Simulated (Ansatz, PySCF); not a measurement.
The PySCF input:
```python
from pyscf import gto, scf, dft

mol = gto.Mole()
mol.atom = '''
    Ge   -0.000369   -0.008595    0.641623
    Cl    1.143597    1.442268   -0.584010
    Cl   -1.142902   -1.426089   -0.623751
'''
mol.basis = 'aug-cc-pvdz'
mol.charge = 0
mol.spin = 2
mol.verbose = 4
mol.build()

mf = dft.UKS(mol)
mf.xc = 'pbe'
mf.grids.atom_grid = (99, 590)
mf.grids.prune = None
mf.kernel()
```

Problem. Give the equivalent Ansatz (a program for electronic structure) input.

Solution. This is not unique; one that fits is 
Ansatz 0.2 input:
```yaml
crystal:
  periodic: [false, false, false]
  atoms:
    - {symbol: Ge, position_ang: [-0.00036912, -0.00859543, 0.64162331]}
    - {symbol: Cl, position_ang: [1.14359709, 1.44226847, -0.58401026]}
    - {symbol: Cl, position_ang: [-1.14290229, -1.42608884, -0.62375126]}
basis:
  gaussian:
    orbitals: aug-cc-pVDZ
hamiltonian:
  xc: pbe
magnetization: {spin_polarized: true, initial_magnetization: 2}
accuracy: high
```

Both were run: PySCF gave -2996.690918 Eh and Ansatz -2996.690917 Eh, 0.001 mEh apart.
